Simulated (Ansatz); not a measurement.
One change: `FC(S)[TeH]` becomes `FC(S)[SeH]`.

Ansatz, PBE0-D4/def2-TZVP geometries, multiplicity 1. Each molecule was computed in one conformer, which needn't be the lowest.

Elements past krypton have def2 core potentials. Scalar relativity is left out up to krypton. Spin–orbit coupling is left out; it splits and shifts lone-pair levels of the heavy atoms by tenths of an eV.

```json
{"property": "HOMO energy (B3LYP/def2-TZVPP) / eV", "`FC(S)[TeH]`": "-6.36"}
{"property": "HOMO–LUMO gap (PBE0/def2-TZVPP) / eV", "`FC(S)[TeH]`": "5.27"}
{"property": "size of the dipole moment (ωB97M-V/def2-TZVPP) / D", "`FC(S)[TeH]`": "1.62"}
{"property": "size of the dipole moment (B3LYP/def2-TZVPP) / D", "`FC(S)[TeH]`": "1.58"}
{"property": "HOMO energy (ωB97M-V/def2-TZVPP) / eV", "`FC(S)[TeH]`": "-8.69"}
{"property": "HOMO–LUMO gap (B3LYP/def2-TZVPP) / eV", "`FC(S)[TeH]`": "4.82"}
```

Q: Give the same properties after the change, and the shifts. (Estimate.)

A: Computed: 
```csv
property,`FC(S)[SeH]`,shift
HOMO energy (B3LYP/def2-TZVPP) / eV,-6.88,-0.52
HOMO–LUMO gap (PBE0/def2-TZVPP) / eV,6.43,1.16
size of the dipole moment (ωB97M-V/def2-TZVPP) / D,1.73,0.11
size of the dipole moment (B3LYP/def2-TZVPP) / D,1.73,0.15
HOMO energy (ωB97M-V/def2-TZVPP) / eV,-9.32,-0.63
HOMO–LUMO gap (B3LYP/def2-TZVPP) / eV,5.93,1.11
```

With PBE0 the HOMO falls by 0.55 eV and the LUMO rises by 0.61 eV, so the gap widens by about 1.16 eV. PBE moves the HOMO by -0.40 eV and ωB97M-V by -0.63 eV. Dipoles are sizes alone; their direction can turn.

B3LYP here is the variant with VWN-RPA as its local correlation; programs differ in this.
